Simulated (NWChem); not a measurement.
System: C2H3NO2Si; SMILES O=C1O[SiH2]N=C1

```xyz
9

O     -0.2135     2.3113     0.0000
C     -0.0695     1.1274     0.0000
C      1.2692     0.3919     0.0000
N      1.2745    -0.8789     0.0000
Si    -0.4336    -1.3624     0.0000
O     -1.0737     0.2242     0.0000
H      2.1842     1.0065     0.0000
H     -0.8239    -2.0856     1.2330
H     -0.8239    -2.0856    -1.2330
```
Atoms are numbered in this order, from 1.

Level: PBE0/def2-SVP (NWChem), optimised geometry, unscaled harmonic frequencies. 

| frequency (cm⁻¹) | IR intensity (km/mol) |
|---|---|
| 157 | 0.3 |
| 300 | 11.2 |
| 461 | 2.3 |
| 519 | 33.7 |
| 624 | 43.3 |
| 629 | 10.8 |
| 670 | 41.1 |
| 725 | 18.2 |
| 751 | 20.0 |
| 795 | 12.4 |
| 895 | 164.1 |
| 951 | 137.2 |
| 970 | 133.0 |
| 983 | 17.5 |
| 1247 | 195.6 |
| 1300 | 0.3 |
| 1725 | 66.4 |
| 1926 | 348.7 |
| 2299 | 67.2 |
| 2309 | 92.4 |
| 3138 | 13.4 |

```yaml
zero_point_energy: 33.4 kcal/mol
thermal correction to the enthalpy at 298.15 K (with zero-point energy): 37.3 kcal/mol
heat capacity Cv: 19.2 cal/(mol K)
entropy at 298.15 K and 1 atm (symmetry number 1): 74.0 cal/(mol K)
dipole_moment: 2.59 D
```

Rigid rotor and harmonic oscillator.
